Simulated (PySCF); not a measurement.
**TDDFT excited states: C6H5Cl**

Compound: C₆H₅Cl.
Structure used (GFN2-xTB), in Å, numbered top down from 1:
```
atom  x, y, z in Å
C1    -3.3252    0.1788    0.4016
C2    -1.8966    0.0843    0.2421
C3    -0.6995    0.0061    0.1088
C4     0.6463   -0.0842   -0.0404
C5     1.8381   -0.2185   -0.1849
C6     3.2607   -0.3026   -0.3386
Cl7    4.0327    1.3062   -0.0215
H8    -3.7013   -0.6970    0.9314
H9    -3.5771    1.0722    0.9738
H10   -3.8086    0.2362   -0.5742
H11    3.5347   -0.5810   -1.3580
H12    3.6970   -1.0010    0.3780
```

The calculation used TDDFT PBE0/def2-SVPD, vertical, gas phase, core orbitals frozen in the response in PySCF.

```json
{"state": "S1", "E (eV)": "4.33", "E (kJ/mol)": "418", "λ (nm)": "286.0", "f": "0.0001", "|μ| (D)": "0.07", "main configurations (H = HOMO, L = LUMO)": "H→L (95%)"}
{"state": "S2", "E (eV)": "4.73", "E (kJ/mol)": "456", "λ (nm)": "262.1", "f": "0.036", "|μ| (D)": "1.41", "main configurations (H = HOMO, L = LUMO)": "H-1→L (61%), H→L+1 (37%)"}
{"state": "S3", "E (eV)": "4.94", "E (kJ/mol)": "477", "λ (nm)": "250.8", "f": "0.0002", "|μ| (D)": "0.09", "main configurations (H = HOMO, L = LUMO)": "H-1→L+1 (97%)"}
{"state": "S4", "E (eV)": "6.20", "E (kJ/mol)": "598", "λ (nm)": "199.9", "f": "0.0006", "|μ| (D)": "0.16", "main configurations (H = HOMO, L = LUMO)": "H-2→L (90%)"}
{"state": "S5", "E (eV)": "6.27", "E (kJ/mol)": "605", "λ (nm)": "197.9", "f": "0.209", "|μ| (D)": "2.97", "main configurations (H = HOMO, L = LUMO)": "H-3→L (67%), H-1→L+2 (9%), H→L+1 (9%)"}
{"state": "S6", "E (eV)": "6.51", "E (kJ/mol)": "628", "λ (nm)": "190.4", "f": "0.292", "|μ| (D)": "3.44", "main configurations (H = HOMO, L = LUMO)": "H-1→L+2 (45%), H-3→L (26%), H→L+1 (11%)"}
```

Triplets (Tamm–Dancoff): T1 3.63 eV, H-1→L (74%), H→L+1 (18%); T2 3.95 eV, H→L (81%), H-1→L+1 (14%).

The lowest singlet lies at 4.33 eV (286 nm, ultraviolet) and is dark (f under 0.0005); its leading configuration is HOMO→LUMO (95%). The strongest level in the table is S6 at 6.51 eV (190 nm, f = 0.292). It is the last of those listed, so stronger ones may follow. Löwdin shares by element: HOMO carbon 83% or more (atoms not listed hold the other 17%); LUMO carbon 47% or more, chlorine 21% (atoms not listed hold the other 32%). Orbital energies (eV): HOMO-3 -8.84, HOMO-2 -8.72, HOMO-1 -7.19, HOMO -7.13, LUMO -1.15, LUMO+1 -0.49, LUMO+2 0.51. Of the 6 states listed, 3 reach f = 0.01 and 2 stay under 0.0005. The oscillator strengths of these states sum to 0.537; summed over the whole spectrum of an exact calculation they would give the number of electrons, 58 (Thomas–Reiche–Kuhn). Only the lowest 6 singlets were computed, as vertical energies without vibronic structure.

Time: 21 s of wall time; peak memory 0.75 GiB. Hardware: one thread, Arm Neoverse V2 (aarch64), no GPU, on a shared host.
